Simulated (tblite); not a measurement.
C4H6BO5 (charge -1).
SMILES with atom numbers: `[CH3:1][O:2][B-:3]1([CH3:4])[O:5][C:6](=[O:7])[C:8](=[O:9])[O:10]1` (hydrogens: H11, H12, H13 on C1; H14, H15, H16 on C4)
Bond orders are those of one Lewis drawing.

Computed with GFN2-xTB (tblite), gas phase: L-BFGS steps from a force-field or distance-geometry start until the largest atomic force falls under 0.01 eV/Å.

Geometry at step 5:
```
atom  x, y, z in Å
C1     -1.8307   -1.1342    0.2629
O2     -1.5549    0.1802   -0.1291
B3     -0.1671    0.5389   -0.1734
C4      0.0486    2.0734   -0.6301
O5      0.6449   -0.4120   -1.0908
C6      1.5829   -1.0123   -0.4254
O7      2.3855   -1.8049   -0.8705
C8      1.5191   -0.5663    1.0432
O9      2.2653   -0.9599    1.9137
O10     0.5464    0.2807    1.1852
H11    -2.9113   -1.2992    0.2631
H12    -1.3713   -1.8435   -0.4332
H13    -1.4506   -1.3177    1.2733
H14    -0.4480    2.7360    0.0701
H15    -0.3732    2.2277   -1.6177
H16     1.1069    2.3222   -0.6529
```

Question: What forces act on the atoms?

Answer: 
```csv
atom,Fx (eV/Å),Fy (eV/Å),Fz (eV/Å)
C1,-0.008,-0.015,0.004
O2,-0.017,-0.030,0.030
B3,0.164,-0.074,0.032
C4,-0.017,-0.011,0.022
O5,-0.046,0.001,0.002
C6,-0.097,0.038,-0.008
O7,0.089,-0.110,-0.180
C8,-0.117,0.055,-0.061
O9,0.076,0.013,0.244
O10,-0.061,-0.015,-0.033
H11,-0.047,0.164,-0.051
H12,0.046,-0.140,0.040
H13,0.041,-0.136,0.046
H14,-0.005,0.101,-0.028
H15,0.028,0.091,-0.012
H16,-0.028,0.068,-0.046
```

The largest, 0.26 eV/Å, acts on O9; the rms over all components is 0.079 eV/Å. The forces sum to zero within rounding, as they must for an isolated molecule in no field.

Question: Give the force on O9 in Eh/bohr and in nN.

Answer: 0.256 eV/Å ÷ 51.422 = 0.00498 Eh/bohr, and 0.256 eV/Å × 1.602 = 0.41 nN.

Question: How far is this geometry from the end of the optimisation?

Answer: 0.020 eV above it, and 0.037 Å rms away after alignment. The bonds farthest from their final lengths, with half the difference of the two atoms' forces along the bond (positive lengthens):

```json
{"bond": "B3–O10", "now (Å)": "1.556", "final (Å)": "1.545", "force along bond (eV/Å)": "-0.08"}
{"bond": "C6–C8", "now (Å)": "1.536", "final (Å)": "1.545", "force along bond (eV/Å)": "-0.02"}
{"bond": "B3–C4", "now (Å)": "1.615", "final (Å)": "1.624", "force along bond (eV/Å)": "+0.02"}
{"bond": "B3–O5", "now (Å)": "1.551", "final (Å)": "1.545", "force along bond (eV/Å)": "-0.07"}
{"bond": "C1–H12", "now (Å)": "1.095", "final (Å)": "1.098", "force along bond (eV/Å)": "+0.04"}
{"bond": "O2–B3", "now (Å)": "1.434", "final (Å)": "1.438", "force along bond (eV/Å)": "+0.08"}
```

The angle farthest from its final value is C1–O2–B3, 115.7° against 118.1°.

What follows is the cost of the whole relaxation. Time: 0.34 s of wall time. Hardware: Arm Neoverse N1, one thread, shared host.
